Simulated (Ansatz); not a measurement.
Species: SrO (charge 0, singlet). 
Geometry from a B3LYP-D3(BJ)/def2-TZVP (Ansatz, a program for electronic structure) optimisation:
```xyz
2

Sr     0.0000     0.0000    -0.3369
O      0.0000     0.0000     1.6002
```

Basis-set convergence of Hartree-Fock and CCSD(T) correlation energies (hartree) with Ansatz. Correlated levels leave the core frozen unless marked. Spin-orbit coupling is left out. The frozen core is the preceding noble-gas configuration, with the filled d and f shells of earlier blocks. The outer core of K, Ca and their heavier congeners is not correlated, a term that matters for these elements. In def2 rows, elements after Kr have scalar-relativistic effective core potentials.

The T1 diagnostic of CCSD in the largest basis is 0.033, which is high, so the coupled-cluster rows are less sure than usual.

```json
[
 {"basis": "def2-SVP", "functions": "37", "E(HF)": "-105.06384", "E(corr, CCSD(T))": "-0.24558"},
 {"basis": "def2-TZVPP", "functions": "71", "E(HF)": "-105.18018", "E(corr, CCSD(T))": "-0.29953"},
 {"basis": "def2-QZVPP", "functions": "120", "E(HF)": "-105.18880", "E(corr, CCSD(T))": "-0.32151"}
]
```

Extrapolating the two largest sets (X = 3 and 4) as X^-3: E(corr) = (64·(-0.32151) - 27·(-0.29953))/37 = -0.3375 Eh, an estimate of the basis-set limit. The largest set recovers 95.2 % of it, the smallest 72.8 %.
